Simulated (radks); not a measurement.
Values are calculated unless marked as measured or tabulated.
Effect of the nuclear size on neutral technetium, [Kr] 4d5 5s2. Level of theory: Dirac Kohn-Sham, PBE, spin-unpolarised, spherical densities, finite nucleus; open shells are shared between the two j in proportion to 2j + 1; Fermi nuclear charge, rms radius 4.4112 fm (a radial shooting solver on a logarithmic mesh with Libxc functionals). The rms radius is varied about that value; shifts are against it.

rms radius (fm)  total energy shift (eV)  density at nucleus (e/bohr^3)  1s1/2 shift (meV)  2s1/2 shift (meV)  3p1/2 shift (meV)  4s1/2 shift (meV)  4p1/2 shift (meV)
3.7716                            -0.452                       1.02e+05               -191              -20.6              0.298             -0.594              0.079
4.1995                            -0.157                      1.007e+05              -66.1              -7.13              0.103             -0.206              0.027
4.4112                                 0                      1.002e+05              0.000              0.000              0.000              0.000              0.000
4.7994                             0.305                      9.922e+04                129               13.9             -0.201              0.400             -0.054
5.1126                             0.567                      9.851e+04                239               25.8             -0.374              0.745             -0.100

Slopes of the eigenvalues against <r^2> in GHz/fm^2, as finite differences over the two radii next to the reference (eigenvalue slopes, not the field-shift constants of lines): 1s1/2 8720, 2s1/2 941, 3p1/2 -13.6, 4s1/2 27.1, 4p1/2 -3.63.
